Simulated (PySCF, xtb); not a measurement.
3,3,3-trifluoroprop-1-yne (C3HF3), SMILES C#CC(F)(F)F.

GFN2-xTB in xtb at its own geometry gives an orbital gap of 6.95 eV and a dipole moment of 3.40 D.

Geometry optimised at B3LYP-D3(BJ)/def2-SVP.

What does ωB97X/def2-TZVP (PySCF) give? (An estimate is asked for; the answer gives what the named calculation found.)

gap 13.66 eV (levels -11.72 and 1.94 eV), dipole 2.34 D.
